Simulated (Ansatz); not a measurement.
Geometry optimisation, Ansatz 0.2.0, RKS BLYP/def2-SVP.

Input:

```yaml
crystal:
  periodic: [false, false, false]
  atoms:
    - { symbol: Al, position_ang: [0.057938, -0.309652, -0.66094] }
    - { symbol: H, position_ang: [1.49233, -0.787433, -0.34355] }
    - { symbol: C, position_ang: [-1.48646, -1.470391, -0.989952] }
    - { symbol: O, position_ang: [0.059367, 1.421957, -0.86663] }
    - { symbol: H, position_ang: [0.426387, 0.504192, 2.382244] }
    - { symbol: F, position_ang: [-0.326423, -0.030336, 2.372145] }
    - { symbol: H, position_ang: [2.328181, 0.616504, 0.67605] }
    - { symbol: O, position_ang: [2.077187, 1.429874, 1.158079] }
    - { symbol: H, position_ang: [-2.363176, -0.943591, -1.419216] }
    - { symbol: H, position_ang: [-1.810343, -1.936105, -0.034034] }
    - { symbol: H, position_ang: [-1.216436, -2.301713, -1.675764] }
    - { symbol: H, position_ang: [-0.729704, 1.945311, -1.089452] }
    - { symbol: H, position_ang: [1.491051, 1.861383, 0.490921] }
basis:
  gaussian: { orbitals: def2-SVP }
hamiltonian:
  xc: blyp
relax:
  f_tol: 0.03
  max_steps: 50
```

Run as:

```bash
$ ansatz run input.yaml --threads 2 --pin off --max-ram 3072MiB --backend cpu --events-out ev --progress --plain --runs-dir out
```

**Question.** Where does it end, and by what steps?

**Answer.** The run converged. The force dipped under the threshold on the way, but the program's further checks kept it going. After 23 steps the energy has fallen by 1.810 eV; H7 moved furthest, 1.39 Å. Parted: H5–F6 (0.92 → 1.69 Å), O8–H13 (0.99 → 1.56 Å). Joined: Al1–F6 (3.07 → 1.76 Å), O4–H13 (2.02 → 1.04 Å), H5–O8 (2.25 → 1.00 Å).

```
step  energy less start (eV)  largest force component (eV/Å)  accepted
   0                  0.0000                           1.418       yes
   1                 -0.2314                           1.004       yes
   2                 -0.4728                           0.741       yes
   3                 -0.7263                           0.668       yes
   4                 -0.9645                           0.588       yes
   5                 -1.0316                           1.260       yes
   6                 -1.1540                           0.629       yes
   7                 -1.2387                           0.699       yes
   8                 -1.3274                           0.584       yes
   9                 -1.4167                           2.530       yes
  10                 -1.5301                           2.272       yes
  11                 -1.7157                           0.653       yes
  12                 -1.6964                           0.679        no
  13                 -1.7366                           1.013       yes
  14                 -1.7923                           0.275       yes
  15                 -1.7981                           0.114       yes
  16                 -1.8020                           0.039       yes
  17                 -1.8039                           0.036       yes
  18                 -1.8040                           0.257       yes
  19                 -1.8074                           0.090       yes
  20                 -1.8092                           0.011       yes
  21                 -1.8095                           0.098       yes
  22                 -1.8100                           0.038       yes
  23                 -1.8102                           0.009       yes
```

```xyz
13
Properties=species:S:1:pos:R:3
Al 0.172 -0.859 -0.154
H 1.535 -1.595 -0.547
C -1.609 -1.338 -0.860
O 0.450 0.997 -0.771
H 0.963 1.031 1.808
F 0.186 -0.450 1.553
H 2.350 1.704 1.548
O 1.390 1.864 1.449
H -2.401 -0.622 -0.549
H -1.930 -2.337 -0.494
H -1.628 -1.392 -1.970
H -0.361 1.478 -1.030
H 0.882 1.521 0.017
```

Whether the end is a true minimum wasn't checked by a vibrational analysis.

Run time: 43 s on 2 threads of Intel(R) Xeon(R) Platinum 8488C (Sapphire Rapids), on a shared host, peak memory 0.18 GiB.
